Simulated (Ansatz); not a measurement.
## Worked example: BH(CH3)(NH2) + SiH(NH2)(SiH3)2 → BH(NH2)2 + SiH(CH3)(SiH3)2

Species: BH(CH3)(NH2), singlet; SiH(NH2)(SiH3)2, singlet; BH(NH2)2, singlet; SiH(CH3)(SiH3)2, singlet. The partners trade CH3 for NH2: B–CH3 and Si–NH2 bonds give way to B–NH2 and Si–CH3.

Shapes, held fixed at every level: PBE0-D4/def2-TZVP. Flexible molecules stand in one conformer, not always the lowest. Programs: Ansatz 0.2.0. The zero-point and thermal change to 298 K, harmonic and unscaled (PBE0-D4/def2-TZVP), is +1.8 kJ/mol.

At CCSD(T)/CBS estimate; 1 Eh = 2625.50 kJ/mol:

| species | energy (Eh) |
| --- | --- |
| BH(CH3)(NH2) | -121.212672 |
| SiH(NH2)(SiH3)2 | -927.364050 |
| BH(NH2)2 | -137.294211 |
| SiH(CH3)(SiH3)2 | -911.301401 |

Task: Work out ΔH(298 K) of the reaction at this level.

Result: 
1. Products less reactants: (-137.294211) + (-911.301401) − [(-121.212672) + (-927.364050)] = -0.018890 Eh = -49.6 kJ/mol.
2. With the thermal change: -49.6 + (+1.8) = -47.8 kJ/mol.

Other levels give -52.3 (PBE0-D4/def2-TZVPP) to -45.8 kJ/mol (HF/def2-TZVPP). No measured value is set beside it here. The CBS estimate extrapolates MP2 from def2-TZVPP and def2-QZVPP and adds CCSD(T) − MP2 in the triple-zeta set, cores frozen.
